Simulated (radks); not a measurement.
Fractional charge and spin in the 5p shell of ytterbium: the spin-up occupation runs from 2 to 3 and the spin-down occupation from 2 to 3; the fullest corner is Yb, [Kr] 4d10 4f14 5s2 6s2 5p(up 3, down 3). Method: scalar-relativistic Kohn-Sham, BLYP, spin-polarised, spherical densities, finite nucleus; Fermi nuclear charge, rms radius of each element as measured or else 0.836 A^(1/3) + 0.57 fm; computed with a radial shooting solver on a logarithmic mesh with Libxc functionals. Energy (eV) above the fullest corner. The planes named below are the two flat planes that join the four corners, with an edge along up + down = one added electron.

\begin{tabular}{lrrr}
down \ up & 2 & 2.5 & 3 \\ \hline
2 & 77.935 & 53.686 & 32.589 \\
2.5 & 53.686 & 32.797 & 14.900 \\
3 & 32.589 & 14.900 & 0.000 \\
\end{tabular}

Corners above the fullest one (they belong to Yb+ and the next ion): (up 3, down 2) 32.589 eV, (up 2, down 3) 32.589 eV, (up 2, down 2) 77.935 eV. With half an added electron in each spin the energy lies 0.207 eV from the planes, and with half an added electron in spin up alone -1.576 eV. The planes are only a guide here: the flat-plane condition holds for ground states with one frontier orbital, while this shell lies below other occupied shells, so the corners above the fullest one are inner-hole states and not the ground states of those ions.
